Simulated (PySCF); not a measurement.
## Spin-rotation constants: SMILES C[C@@H]1CCP(N)C1, C₅H₁₂NP

Geometry:
| atom | x (Å) | y (Å) | z (Å) |
| --- | --- | --- | --- |
| C1 | -1.779 | -1.473 | -0.085 |
| C2 | -0.561 | -0.584 | 0.129 |
| C3 | -0.928 | 0.846 | 0.520 |
| C4 | 0.368 | 1.651 | 0.524 |
| P5 | 1.470 | 0.960 | -0.826 |
| N6 | 2.528 | 0.081 | 0.229 |
| C7 | 0.283 | -0.441 | -1.135 |
| H8 | -2.417 | -1.062 | -0.866 |
| H9 | -1.475 | -2.475 | -0.380 |
| H10 | -2.363 | -1.545 | 0.830 |
| H11 | 0.066 | -1.008 | 0.919 |
| H12 | -1.618 | 1.252 | -0.224 |
| H13 | -1.418 | 0.884 | 1.495 |
| H14 | 0.901 | 1.530 | 1.470 |
| H15 | 0.186 | 2.716 | 0.364 |
| H16 | 3.128 | -0.529 | -0.320 |
| H17 | 3.137 | 0.729 | 0.723 |
| H18 | -0.347 | -0.172 | -1.987 |
| H19 | 0.829 | -1.351 | -1.389 |

Theory: PySCF 2.14.0, GIAO wB97X-D/pcSseg-1 magnetisability, rotational g tensor and spin-rotation constants, non-relativistic, gas phase. Geometry: GFN2-xTB.

Q: Give the nuclear spin-rotation constants along the inertial axes (H = +C I·J) beside the isotropic shieldings.

A: Rotational constants 3.7369, 1.6227, 1.3906 GHz. A star marks the isotopologue with that one atom substituted, in its own axes.
```tsv
atom	isotope	Caa (kHz)	Cbb (kHz)	Ccc (kHz)	mean (kHz)	σ (ppm)
P5	31P	6.274	2.975	2.398	3.882	253.7
N6	14N	0.235	0.025	0.063	0.107	233.2
H8	1H	-0.365	-0.184	0.009	-0.180	31.1
H9	1H	-0.401	0.037	-0.150	-0.172	30.5
H10	1H	-0.237	-0.116	-0.077	-0.144	30.4
H11	1H	-0.356	-0.155	0.035	-0.159	29.1
H12	1H	-0.382	-0.167	0.007	-0.180	30.8
H13	1H	-0.290	-0.094	-0.063	-0.149	29.7
H14	1H	-0.386	-0.175	0.017	-0.182	30.6
H15	1H	-0.380	-0.006	-0.102	-0.163	29.6
H16	1H	-0.436	-0.019	-0.170	-0.208	32.2
H17	1H	-0.173	-0.165	-0.144	-0.161	32.2
H18	1H	-0.364	-0.189	0.012	-0.180	30.9
H19	1H	-0.397	0.050	-0.166	-0.171	30.3
C1	13C*	0.486	0.260	0.208	0.318	164.9
C2	13C*	0.666	0.236	0.265	0.389	149.7
C3	13C*	0.655	0.229	0.291	0.392	146.8
C4	13C*	0.648	0.273	0.242	0.387	149.1
C7	13C*	0.605	0.322	0.268	0.398	141.2
```
For the geometry as given, no vibrational averaging.

Q: How do the rotational constants and the g tensor change when H8, H9, H10, H11, H12, H13, H14, H15, H16, H17, H18, H19 are replaced by deuterium?

A: Constants 2.9382, 1.3656, 1.1614 GHz; g -0.0061, -0.0059, 0.0000, against -0.0077, -0.0070, -0.0001 before.
